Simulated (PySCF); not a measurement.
SMILES COC(=O)CC(C)=O (C5H8O3) (GFN2-xTB optimised geometry):

```
16

C      2.087     1.386     0.023
O      1.453     0.113     0.000
C      0.123     0.113     0.000
O     -0.555     1.108     0.000
C     -0.421    -1.302     0.019
C     -1.101    -1.521     1.371
C     -2.450    -0.878     1.476
O     -0.565    -2.134     2.254
H      1.727     2.003    -0.803
H      1.874     1.897     0.964
H      3.153     1.196    -0.075
H      0.403    -2.003    -0.104
H     -1.153    -1.403    -0.781
H     -3.153    -1.403     0.831
H     -2.381     0.152     1.129
H     -2.810    -0.912     2.500
```

Level of theory: PySCF 2.14.0 with CAM-B3LYP/def2-TZVP.

Problem. What are the frontier orbital energies and the dipole moment?

Solution. HOMO-2 -10.58 eV, HOMO-1 -9.83 eV, HOMO -8.91 eV, LUMO 0.36 eV, LUMO+1 1.60 eV; dipole moment 2.23 D.

Meta-Löwdin charges at CAM-B3LYP/def2-TZVP: C1 -0.12, O2 -0.33, C3 0.54, O4 -0.48, C5 -0.30, C6 0.41, C7 -0.39, O8 -0.41, H9 0.13, H10 0.13, H11 0.13, H12 0.14, H13 0.14, H14 0.13, H15 0.15, H16 0.13.
